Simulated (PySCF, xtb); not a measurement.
BI₃, SMILES IB(I)I.

Harmonic wavenumbers (cm⁻¹) from xtb with GFN2-xTB at its own minimum, in rising order: 105, 105, 209, 296, 737, 737.

### Question
What does PBE-D3(BJ)/def2-SVP in PySCF give at its own minimum? (The exact figures need the calculation; the answer reports its results.)

### Answer
102, 102, 191, 311, 704, 704. Paired by order, the mean absolute difference is 17 cm⁻¹ and the zero-point energies are 3.1 and 3.0 kcal/mol.
